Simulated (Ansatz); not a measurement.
Stepwise reaction of `NB(N)S` with hydrogen sulfide, as a gas-phase model of exchange steps in deposition or etching. ΔE in kJ/mol; ΔG adds harmonic PBE0-D4 terms to CCSD(T)/CBS, at 1 bar.

Program: Ansatz. Geometries: PBE0-D4/def2-TZVP. ΔE: electronic, gas phase. CCSD(T)/CBS adds triple-zeta CCSD(T) − MP2 to the extrapolated MP2 energy (def2 sets, frozen cores). This one scheme is used for every species. DFT in def2-TZVPP. B3LYP here is the variant with VWN-RPA as its local correlation; programs differ in this. One conformer a species, not always the lowest.

```tsv
step	reaction	PBE-D4	B3LYP-D4	ωB97M-V	CCSD(T)/CBS	ΔG(600 K)
1	`NB(N)S` + H₂S → `NB(S)S` + NH₃	15.1	24.0	24.9	20.6	32.0
```

Give the row of step 2, `NB(S)S` + H₂S → `SB(S)S` + NH₃. (Estimate.)

The calculation gave: 
```tsv
step	reaction	PBE-D4	B3LYP-D4	ωB97M-V	CCSD(T)/CBS	ΔG(600 K)
2	`NB(S)S` + H₂S → `SB(S)S` + NH₃	27.8	37.2	39.2	33.4	42.4
```

By hand: ΔE of the 2 steps together at CCSD(T)/CBS.

(20.6) + (33.4) = 54.0 kJ/mol, or 27.0 kJ/mol a step.

In ΔE each step is higher than the one before. All are uphill at CCSD(T)/CBS. ΔG lies between 32.0 and 42.4 kJ/mol a step. PBE-D4 differs from CCSD(T)/CBS by -5.6 to -5.5 kJ/mol a step. Isolated molecules leave out the surface, adducts and barriers. Largest T1 diagnostic: 0.013.
